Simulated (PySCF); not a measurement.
**[Dy(OH)3(NH3)]− at several levels of theory**

Computed with PySCF 2.14.0 (density fitting, no spin-orbit coupling) at the geometry relaxed with PBE0:

```xyz
11
[Dy(OH)3(NH3)]− (singlet in the valence; each metal's 4f electrons, 10 of them, lie in its core potential, out of spins and levels)
Dy    0.2235   -0.2650    0.2969
O     1.2238    1.4733    1.3293
H     1.7683    2.1256    1.7737
O    -1.5901   -1.2220    1.2485
H    -2.2649   -1.5500    1.8460
O     1.2518   -1.3011   -1.4242
H     1.6736   -1.8344   -2.1000
N    -1.2906    1.3073   -1.2880
H    -1.8308    1.9496   -0.7135
H    -0.7260    1.8489   -1.9376
H    -1.9358    0.7293   -1.8210
```

```
level                                                              basis    state  HOMO (eV)  gap (eV)  charge on Dy1 (e)  population of f-type functions on Dy1 (polarisation alone where 4f lies in the core)  dipole about the centre of mass (D)  largest force component (eV/Å)
 PBE0      Dy lcecp-0-SVP with ECP56, O def2-SVP, H def2-SVP, N def2-SVP  singlet          –         –               0.40                                                                                  0.03                                 4.00                            0.02
M06-L                                                           the same  singlet          –         –               0.55                                                                                  0.03                                 3.81                            0.18
 PBE0  Dy lcecp-0-TZVP with ECP56, O def2-TZVP, H def2-TZVP, N def2-TZVP  singlet          –         –               1.09                                                                                  0.04                                 3.71                            0.33
```

In the lcecp rows the 4f levels are missing from HOMO and gap, and the state counts the valence alone.

Charges are Mulliken's, which hang on the basis. The relaxation used the grid (50, 194), these runs (75, 302) or, all-electron (x2c bases, spin-free X2C Hamiltonian), (99, 590).

Q: What does r2SCAN with Dy lcecp-0-SVP with ECP56, O def2-SVP, H def2-SVP, N def2-SVP give here?

A: state singlet, charge on Dy1 (e) 0.34, population of f-type functions on Dy1 (polarisation alone where 4f lies in the core) 0.03, dipole about the centre of mass (D) 4.00, largest force component (eV/Å) 0.12. Time: 14 s on 2 threads of Intel(R) Xeon(R) Platinum 8488C (Sapphire Rapids) (shared host), from an already converged density.

No frequency check is given that shows the relaxed geometry to be a minimum. An lcecp potential fixes the number of 4f electrons, so in runs with it no electron can move into or out of that shell; real Dy(II) is rare or takes another configuration.
